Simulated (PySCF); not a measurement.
C4H6ClF, SMILES F/C=C/CCCl.

The structure is a stationary point at r2SCAN-D4/def2-SVP. The structure was generated by enumeration; whether it is a known compound was not checked. One conformer was computed; it need not be the lowest.

These are r2SCAN-D4/def2-SVP run with PySCF values and carry that method's errors.

Frequencies are harmonic and unscaled.

| mode | ν (cm⁻¹) | IR (km/mol) | moving atoms (share of kinetic energy) |
|---|---|---|---|
| 1 | 115 | 0.8 | Cl 46 %, F 30 %, C 16 % |
| 2 | 133 | 3.1 | C 48 %, H 45 % |
| 3 | 199 | 0.8 | C 49 %, H 29 %, F 21 % |
| 4 | 261 | 2.4 | C 58 %, Cl 19 %, F 14 %, H 9 % |
| 5 | 314 | 2.5 | H 44 %, C 41 %, Cl 9 % |
| 6 | 427 | 2.8 | C 52 %, F 25 %, H 19 % |
| 7 | 597 | 3.8 | C 50 %, H 29 %, F 21 % |
| 8 | 656 | 17.9 | C 57 %, Cl 26 %, H 17 % |
| 9 | 808 | 13.6 | H 52 %, C 45 % |
| 10 | 902 | 9.3 | H 52 %, C 45 % |
| 11 | 905 | 18.9 | C 64 %, H 35 % |
| 12 | 945 | 46.1 | H 91 %, C 9 % |
| 13 | 987 | 2.5 | H 54 %, C 45 % |
| 14 | 1091 | 1.7 | H 56 %, C 44 % |
| 15 | 1163 | 22.3 | H 77 %, C 18 % |
| 16 | 1184 | 156.3 | C 48 %, F 27 %, H 25 % |
| 17 | 1231 | 3.6 | H 78 %, C 21 % |
| 18 | 1274 | 4.8 | H 76 %, C 24 % |
| 19 | 1313 | 27.7 | H 81 %, C 18 % |
| 20 | 1345 | 1.3 | H 81 %, C 18 % |
| 21 | 1383 | 4.6 | H 53 %, C 47 % |
| 22 | 1428 | 7.8 | H 93 % |
| 23 | 1457 | 7.1 | H 90 %, C 10 % |
| 24 | 1753 | 57.5 | C 90 %, H 9 % |
| 25 | 3008 | 20.6 | H 94 % |
| 26 | 3054 | 4.7 | H 91 %, C 9 % |
| 27 | 3083 | 21.0 | H 94 % |
| 28 | 3157 | 5.5 | H 90 %, C 10 % |
| 29 | 3170 | 6.1 | H 92 %, C 8 % |
| 30 | 3205 | 4.5 | H 91 %, C 9 % |
